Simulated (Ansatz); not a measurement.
Al2H6S2, SMILES `[AlH2-]1[SH+][AlH2-][SH+]1`, relaxed with RKS PBE-D4/def2-SVP in Ansatz from a rough embedded geometry. The force threshold is 0.03 eV/Å; the program also tests the step.

Total charge 0; spin multiplicity 1.

Start:

```xyz
10

Al   -0.766   -0.945   -0.755
S     1.207   -0.085   -1.178
Al    0.541    1.282    0.450
S    -1.377    0.368    0.870
H    -0.688   -2.481   -0.266
H    -1.743   -0.822   -2.093
H     2.199   -0.947   -0.698
H     1.549    1.095    1.751
H     0.482    2.801   -0.094
H    -1.404   -0.267    2.015
```

(1) By how much does the energy fall, and how many steps does the optimiser take? (Best estimate.)

(2) Which bonds change most? (An estimate is asked.)

(3) Give the relaxed structure. (An estimate is asked.)

Results:

(1) Ansatz gave: 30.80 kcal/mol, in 9 steps.

(2) The calculation gave: Al3–S4 from 2.166 to 2.403 Å; Al1–S4 from 2.177 to 2.403 Å; Al1–S2 from 2.193 to 2.403 Å; S2–Al3 from 2.228 to 2.403 Å.

(3) The calculation gave: 
```xyz
10

Al   -0.882   -1.044   -0.895
S     1.351   -0.190   -1.149
Al    0.635    1.427    0.479
S    -1.443    0.335    0.991
H    -0.784   -2.557   -0.396
H    -1.715   -0.470   -2.124
H     1.923   -1.041   -0.250
H     1.588    1.310    1.754
H     0.253    2.737   -0.340
H    -0.926   -0.507    1.931
```
